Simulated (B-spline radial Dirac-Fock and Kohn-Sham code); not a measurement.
Muonic X-ray lines of ¹⁴N

Nucleus: ¹⁴N, Gaussian distribution, rms radius 2.5582 fm (measured, Angeli and Marinova 2013).

Input file task.json (cfg lists n, l and occupation; rrms is the nuclear radius in fm):

```json
{"items": [{
  "Z": 7,
  "q": 0,
  "cfg": [[1, 0, 2], [2, 0, 2], [2, 1, 3]],
  "A": 14,
  "rrms": 2.5582,
  "do": "muonic",
  "nuclei": [[14, 14.003074, 2.5582, "measured", "gauss"]]
}]}
```

Launch: `python xray2_run.py task.json out`

Method: the Dirac equation of a negative muon with reduced mass in the field of a spherical finite nucleus, with the Uehling potential to all orders; nuclear polarisation, deformation, hyperfine structure, self-energy, higher-order vacuum polarisation, relativistic recoil and electron screening are left out. Computed with a radial B-spline solver.

| transition | energy (keV) | point nucleus, no QED (keV) |
| --- | --- | --- |
| 2p3/2 → 1s1/2 | 102.4 | 102.6 |
| 2p1/2 → 1s1/2 | 102.4 | 102.6 |
| 3p3/2 → 1s1/2 | 121.4 | 121.6 |
| 3d5/2 → 2p3/2 | 19.03 | 19.00 |
| 3d3/2 → 2p1/2 | 19.05 | 19.02 |
| 4f7/2 → 3d5/2 | 6.652 | 6.648 |
| 4f5/2 → 3d3/2 | 6.654 | 6.650 |
| 5g9/2 → 4f7/2 | 3.077 | 3.077 |
| 6h11/2 → 5g9/2 | 1.671 | 1.671 |

The 2p fine-structure splitting is 0.02244 keV, and 2s lies 0.06660 keV above 2p1/2.
